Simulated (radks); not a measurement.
Values are calculated unless marked as measured or tabulated.
Species: Cs-. Configuration: [Xe] 6s2. Code: a radial shooting solver on a logarithmic mesh with Libxc functionals. Model: scalar-relativistic Kohn-Sham, r2SCAN, spin-polarised, spherical densities, finite nucleus; meta-GGA in the generalised Kohn-Sham scheme; Fermi nuclear charge, rms radius 4.8041 fm; Watson sphere of charge +1 and radius 4.83 bohr.

Radial electron density D(r) = 4 pi r^2 rho(r):

r (bohr)  D(r) (e/bohr)
0.001246          3.276
0.001462          4.289
0.001702          5.518
0.001997          7.161
0.002325          9.124
0.002728          11.70
0.003201          14.88
0.003727          18.55
0.004373          23.16
0.005091          28.27
0.005975          34.39
0.006956          40.79
0.008162          47.91
0.009579          55.03
0.01115           61.31
0.01309           66.80
0.01523           70.35
0.01788           71.88
0.02081           71.12
0.02442           68.48
0.02866           65.14
0.03337           62.95
0.03916           63.52
0.04558           67.88
0.05349           76.11
0.06227           85.18
0.07308           92.25
0.08576           93.09
0.09984           87.18
0.1172            76.90
0.1364            68.91
0.1601            67.57
0.1863            72.98
0.2187            79.13
0.2566            76.97
0.2987            64.23
0.3506            45.23
0.4081            31.24
0.4789            26.64
0.5575            29.30
0.6543            31.58
0.7678            28.26
0.8939            21.12
1.049             13.65
1.221             9.183
1.433             7.139
1.668             6.196
1.958             5.042
2.297             3.557
2.675             2.222
3.139             1.244
3.654            0.7752
4.288            0.6032
4.992            0.5318
5.858            0.4186
6.874            0.2674
8.003            0.1376
9.391           0.05135
10.93           0.01493
12.83          0.002908
14.94         0.0004382

D(r) has 4 maxima, at r = 0.0183, 0.0804, 0.229, 0.649 bohr, and minima at 0.0353, 0.151, 0.475 bohr, inside which lie 1.97, 11.16, 28.91 electrons.
